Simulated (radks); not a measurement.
Values are calculated unless marked as measured or tabulated.
All-electron atom: Pr in [Xe] 4f3.25 6s1.75 (fractional occupations, a model configuration). Level of theory: Dirac Kohn-Sham, PBEsol, spin-unpolarised, spherical densities, finite nucleus; open shells fill j = l - 1/2 first; Fermi nuclear charge, rms radius 4.8919 fm (a radial shooting solver on a logarithmic mesh with Libxc functionals).

Unscreened Slater integrals over Kohn-Sham orbitals (hartree). Large and small components are both included. Empty in this configuration: 5d3/2.

F0(4f5/2,4f5/2): 0.77170
F2(4f5/2,4f5/2): 0.34113
F4(4f5/2,4f5/2): 0.20973
F0(4f5/2,6s1/2): 0.25303
G3(4f5/2,6s1/2): 0.014090
F0(4f5/2,5p3/2): 0.56393
F2(4f5/2,5p3/2): 0.21105
G2(4f5/2,5p3/2): 0.13285
G4(4f5/2,5p3/2): 0.097202
F0(4f5/2,5p1/2): 0.58622
G2(4f5/2,5p1/2): 0.14625
F0(4f5/2,5d3/2): 0.35103
F2(4f5/2,5d3/2): 0.089789
G1(4f5/2,5d3/2): 0.064539
G3(4f5/2,5d3/2): 0.043126
F0(6s1/2,6s1/2): 0.19714
F0(6s1/2,5p3/2): 0.24715
G1(6s1/2,5p3/2): 0.017934
F0(6s1/2,5p1/2): 0.24834
G1(6s1/2,5p1/2): 0.015167
F0(6s1/2,5d3/2): 0.21929
G2(6s1/2,5d3/2): 0.078487
F0(5p3/2,5p3/2): 0.49803
F2(5p3/2,5p3/2): 0.26712
F0(5p3/2,5p1/2): 0.51074
G2(5p3/2,5p1/2): 0.27207
F0(5p3/2,5d3/2): 0.33650
F2(5p3/2,5d3/2): 0.14225
G1(5p3/2,5d3/2): 0.15724
G3(5p3/2,5d3/2): 0.095289
F0(5p1/2,5p1/2): 0.52477
F0(5p1/2,5d3/2): 0.34021
G1(5p1/2,5d3/2): 0.14619
F0(5d3/2,5d3/2): 0.26704
F2(5d3/2,5d3/2): 0.12815
